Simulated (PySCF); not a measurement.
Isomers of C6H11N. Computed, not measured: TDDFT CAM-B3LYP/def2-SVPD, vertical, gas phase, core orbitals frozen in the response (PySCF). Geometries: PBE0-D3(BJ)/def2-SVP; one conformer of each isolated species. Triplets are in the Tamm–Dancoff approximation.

Problem. Rank by computed lowest singlet excitation energy, highest first.
A. `C1(CCCC1)N=C`
B. `C=CCN=C(C)C`
C. `C1CC(N2CC2)C1`
D. `N=C1CCCCC1`

Solution. C (6.88 eV), D (5.45 eV), B (5.19 eV), A (4.98 eV).

```
       SMILES  S1 (eV)  α (au)  first f ≥ 0.01 (nm)  f (S1)  gap (eV)  S1 mainly
C1CC(N2CC2)C1     6.88    76.3                  180   0.042      9.69  H→L (79%)
   N=C1CCCCC1     5.45    76.3                  172   0.002      9.63  H→L (64%)
  C=CCN=C(C)C     5.19    84.1                  181   0.002      9.54  H→L (67%)
   C=NC1CCCC1     4.98    78.5                  168   0.001      9.61  H→L (97%)
```

H and L stand for HOMO and LUMO.

- `C1CC(N2CC2)C1`: Löwdin shares by element: HOMO nitrogen 52%, carbon 30% or more (atoms not listed hold the other 18%); LUMO carbon 26% or more, hydrogen 11% or more (atoms not listed hold the other 62%).
- `N=C1CCCCC1`: Löwdin shares by element: HOMO nitrogen 54%, carbon 22% or more, hydrogen 8% or more (atoms not listed hold the other 16%); LUMO carbon 25% or more, nitrogen 17%, hydrogen 8% or more (atoms not listed hold the other 51%).
- `C=CCN=C(C)C`: Löwdin shares by element: HOMO nitrogen 58%, carbon 28% or more; LUMO carbon 37% or more, nitrogen 18% (atoms not listed hold the other 46%).
- `C=NC1CCCC1`: Löwdin shares by element: HOMO nitrogen 58%, carbon 24% or more, hydrogen 6% or more; LUMO carbon 37% or more, nitrogen 36%, hydrogen 18% or more.
